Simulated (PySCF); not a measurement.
# Cd (cadmium, neutral) across methods

[Kr] 4d10 5s1 5d1, high-spin 3D determinant (an excited configuration). All numbers are calculated (PySCF 2.14, scalar relativity through the core potential, in aug-cc-pVTZ-PP with one added diffuse shell each of s, p, d, f, g type with ECP28MDF (7s7p6d4f3g, 113 functions)).

```csv
method,E (hartree),mean ε 4d β (eV),mean ε 5s α (eV),mean ε 5d α (eV),Σ⟨r²⟩ (bohr²),⟨S²⟩
CAM-B3LYP,-167.4344,-20.037,-11.778,-1.195,101.3,2.000
PBE,-167.4795,-16.341,-9.772,-0.788,101.1,2.001
UHF,-166.61802,-24.278,-11.950,-1.339,103.0,2.001
LDA,-167.1690,-16.521,-10.088,-0.682,99.28,2.001
PBE0,-167.4717,-18.556,-10.482,-0.976,101.4,2.001
wB97M-V,-167.3946,-20.938,-12.203,-1.062,96.19,2.000
MN15,-167.1042,-19.133,-10.987,-0.179,92.98,2.001
```

(1) Estimate the same row for r2SCAN.

Energies and moments cover only the electrons outside the core potential. The outer electron is Rydberg-like, and this basis confines it to a smaller radius and binds it less than a complete one would.

## Answers

(1) E (hartree) = -167.5233; mean ε 4d β (eV) = -16.712; mean ε 5s α (eV) = -9.918; mean ε 5d α (eV) = -0.673; Σ⟨r²⟩ (bohr²) = 100.7; ⟨S²⟩ = 2.002.
